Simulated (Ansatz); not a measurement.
A nudged elastic band was laid between two geometries of BH7NOPSi (12 atoms, charge 0, multiplicity 1).

All numbers below come from RKS PBE0/def2-SVP in Ansatz 0.2.0.

```
movable images  : 7
climbing image  : yes
spring          : 5.0 eV/Å²
optimiser       : quadratic models (default)
start path      : through a guess of the saddle point
force threshold : 0.05 eV/Å
iteration limit : 60
end points      : relaxed
```

Image 0:

```xyz
12
Properties=species:S:1:pos:R:3
B -0.730 1.309 1.592
N -0.857 1.244 0.200
P 0.348 0.891 -1.029
Si 0.783 -1.302 -0.614
O -0.346 -2.299 -1.327
H 0.332 1.045 2.107
H -1.692 1.641 2.247
H -1.751 1.499 -0.209
H 1.511 1.337 -0.333
H 2.162 -1.541 -1.156
H 0.724 -1.610 0.840
H -0.407 -2.269 -2.286
```

Image 8:

```xyz
12
Properties=species:S:1:pos:R:3
B -0.766 1.284 1.590
N -0.809 1.277 0.192
P 0.481 1.039 -0.979
Si 0.801 -1.192 -0.785
O -0.395 -1.906 -1.702
H 0.278 1.044 2.155
H -1.778 1.541 2.200
H -1.690 1.505 -0.260
H 1.585 1.345 -0.127
H 2.174 -1.497 -1.306
H 0.715 -1.643 0.641
H -0.520 -2.852 -1.585
```

Problem. Which bonds break or form, and what moves?

Solution. No bond is made or broken. The dihedral H10–Si4–O5–H12 goes from -56 to 75°.

Problem. What energy profile does the band end with?

Solution. It converged. The highest image is number 3 of 0 to 8, 3.6 kJ/mol above the first end and 2.3 kJ/mol above the last; the last end lies 1.3 kJ/mol above the first. A vibrational analysis at the climbing image gives one clearly imaginary mode, 210i cm⁻¹: a first-order saddle point.

| image | path coordinate (Å) | energy (kJ/mol) | dihedral H10–Si4–O5–H12 (°) |
| --- | --- | --- | --- |
| 0 | 0.00 | 0.0 | -56 |
| 1 | 0.26 | 0.7 | -38 |
| 2 | 0.52 | 2.5 | -15 |
| 3 | 0.79 | 3.6 | 12 |
| 4 | 0.95 | 3.2 | 28 |
| 5 | 1.12 | 2.4 | 44 |
| 6 | 1.28 | 1.7 | 59 |
| 7 | 1.45 | 1.3 | 70 |
| 8 | 1.62 | 1.3 | 75 |

Problem. What is the geometry of the highest image?

Solution. 
```xyz
12
Properties=species:S:1:pos:R:3
B -0.765 1.343 1.605
N -0.789 1.302 0.208
P 0.507 0.992 -0.939
Si 0.722 -1.255 -0.695
O -0.495 -2.003 -1.556
H 0.264 1.090 2.191
H -1.778 1.645 2.194
H -1.657 1.545 -0.262
H 1.608 1.262 -0.070
H 2.067 -1.645 -1.234
H 0.628 -1.625 0.749
H -0.236 -2.706 -2.157
```

Problem. What are the harmonic wavenumbers there?

Solution. 210i, 51, 75, 144, 209, 327, 375, 431, 546, 648, 679, 700, 784, 828, 858, 883, 915, 955, 994, 997, 1156, 1287, 1418, 2196, 2226, 2404, 2566, 2661, 3619, 3951 cm⁻¹.

Run time: 5.9 min on 2 threads of AMD EPYC 9R45 96-Core Processor (Zen 5), on a shared host, peak memory 0.31 GiB.
